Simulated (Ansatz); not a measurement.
AlBrH4OSi, SMILES `[SiH3][O][AlH][Br]`. Total charge 0; spin multiplicity 1. The structure was optimised at the PBE0-D4/def2-TZVP level. It is one conformer, not always the lowest.

```xyz
8

Si    1.166   -0.779    0.394
O    -0.215   -0.233   -0.280
Al   -1.503    0.773   -0.638
Br   -1.623    2.768    0.391
H     1.811    0.285    1.207
H     0.862   -1.942    1.267
H     2.102   -1.205   -0.678
H    -2.600    0.333   -1.663
```

Q: What is the dipole moment at r2SCAN/def2-TZVPP? (An estimate is asked.)

A: The calculation gave: 0.83 D, with components (-0.04, -0.71, -0.44) D in this frame, pointing from negative to positive charge.

Q: And with PBE, B3LYP, ωB97M-V? (An estimate is asked.)

A: Ansatz gave: PBE 0.78 D, B3LYP 0.85 D, ωB97M-V 0.88 D.

Q: Give the Mulliken charges with r2SCAN, ωB97M-V, PBE in def2-TZVPP. (Estimate.)

A: The calculation gave: 
```csv
atom,r2SCAN,ωB97M-V,PBE
Si1,0.41,0.27,0.30
O2,-0.38,-0.34,-0.25
Al3,0.58,0.49,0.45
Br4,-0.24,-0.22,-0.22
H5,-0.07,-0.03,-0.06
H6,-0.08,-0.04,-0.06
H7,-0.08,-0.04,-0.06
H8,-0.13,-0.09,-0.09
```

B3LYP here is the variant with VWN-RPA as its local correlation; programs differ in this.
